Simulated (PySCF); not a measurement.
A structure optimised at PBE-D3(BJ)/def2-SVP, used in a PySCF frequency run:

```
C
C 1 1.3512
H 2 1.1034 1 122.45
H 2 1.1035 3 116.59 1 180.00
H 1 1.1038 2 118.74 3 0.00
B 1 1.5560 5 119.15 2 180.00
O 6 1.3600 1 120.79 5 180.00
H 7 0.9748 6 112.25 1 180.00
Cl 6 1.7941 7 119.15 8 0.00
```
Charge 0, spin multiplicity 1.

Write its SMILES, formula and point group.

C=CB(O)Cl, C2H4BClO, Cs

What are its rotational constants (standard atomic weights)?

7.9724, 2.3830, 1.8346 GHz
